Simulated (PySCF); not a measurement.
ClF₂H₂NSi, SMILES N[Si](F)(Cl)F. Heavy atoms are numbered as in [NH2:1][Si:2]([F:3])([F:4])[Cl:5]. Hydrogens are named by the atom that carries them.

Coordinates come from a PBE-D3(BJ)/def2-SVP optimisation. One conformer was computed; it need not be the lowest.

Computed with CAM-B3LYP/def2-TZVP run with PySCF.

ESP charges are fitted to the potential on shells at 1.4 to 2.0 van der Waals radii. Atomic charges (e), one atom of each kind:

| atom | Löwdin | ESP fit |
|---|---|---|
| N1 (NH2) | -0.24 | -0.86 |
| Si2 | -0.38 | 0.68 |
| F3 | 0.01 | -0.21 |
| Cl5 | 0.24 | -0.16 |
| H on N1 | 0.18 | 0.38 |

### Question
Give the Mayer and Wiberg (Löwdin basis) orders of the bonds. (Estimate from the structure and the level; the computed values follow.)

### Answer

```tsv
bond	Mayer	Wiberg
N1–Si2	1.22	1.57
Si2–F3	1.12	1.69
Si2–F4	1.12	1.69
Si2–Cl5	1.20	1.81
```
